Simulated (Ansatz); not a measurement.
Cost and result for the atomization energy of `O[Si](O)(F)N[SiH2]F` (12 atoms, 11 bonds).

```xyz
12

O     0.027    1.653   -1.032
Si    0.582    0.982    0.342
O     2.159    0.681    0.123
F     0.383    1.983    1.564
N    -0.256   -0.441    0.762
Si   -0.875   -1.644   -0.285
F    -2.368   -1.298   -0.751
H    -0.890    1.928   -1.065
H     2.682    1.342   -0.333
H    -0.440   -0.561    1.748
H    -0.053   -1.693   -1.511
H    -0.951   -2.933    0.437
```

Charge 0, multiplicity 1. Geometry: relaxed with PBE0-D4/def2-TZVP. It is one conformer, not always the lowest. Program: Ansatz. All runs use 2 threads of an AMD EPYC 7R13 on a shared host and a share of an NVIDIA H100 80 GB. Times are those of one run each, without the atoms' runs, and a repeat can differ threefold. Electronic energies, without spin–orbit coupling; frozen cores. CCSD(T)/CBS adds CCSD(T) − MP2 in def2-TZVPP to the MP2 limit, and its time is that of the two runs behind it. T1 = 0.011. B3LYP takes the VWN-RPA correlation (the form of Gaussian; ORCA's B3LYP/G).

CCSD(T)/CBS is a level of theory with its own doubt, some kJ/mol a heavy atom from the limit and from the frozen cores, so smaller differences don't rank the functionals.

| level | functions | wall time | atomization (kcal/mol) | difference from CCSD(T)/CBS | per bond |
| --- | --- | --- | --- | --- | --- |
| PBE-D4/def2-TZVPP (with forces) | 309 | 8.5 s | 1166.8 | 0.6 | 0.1 |
| PBE0-D4/def2-TZVPP | 309 | 8.5 s | 1140.9 | -25.3 | -2.3 |
| r2SCAN-D4/def2-TZVPP (with forces) | 309 | 9 s | 1156.4 | -9.8 | -0.9 |
| CCSD(T)/def2-TZVPP | 309 | 10 s | 1126.9 | -39.3 | -3.6 |
| ωB97M-V/def2-TZVPP (with forces) | 309 | 11 s | 1162.4 | -3.8 | -0.3 |
| MP2/def2-QZVPP | 575 | 11 s | 1186.6 | 20.4 | 1.9 |
| B2PLYP/def2-TZVPP | 309 | 14 s | 1145.0 | -21.2 | -1.9 |
| ωB97X-V/def2-TZVPP | 309 | 17 s | 1161.9 | -4.3 | -0.4 |
| CCSD(T)/CBS(def2) | – | 21 s | 1166.2 | 0.0 | 0.0 |
| B3LYP-D4/def2-TZVPP (with forces) | 309 | 26 s | 1151.7 | -14.5 | -1.3 |

From PBE to PBE0 (25 % exact exchange), in def2-TZVPP and without D4, the atomization energy moves by −24.9 kcal/mol: exact exchange takes away binding that semilocal exchange gives to molecules. In def2-TZVPP, CCSD(T) changes the Hartree–Fock value by +297.3 kcal/mol (the triples alone add +17.3 kcal/mol) and MP2 by +333.0 kcal/mol; breaking electron pairs costs correlation energy, which Hartree–Fock lacks. The D4 term adds +11.5 kcal/mol with B3LYP and +6.1 kcal/mol with PBE0; it sums over pairs of atoms, weighted by their polarisabilities, and B3LYP, whose exchange is more repulsive, gets the larger term.
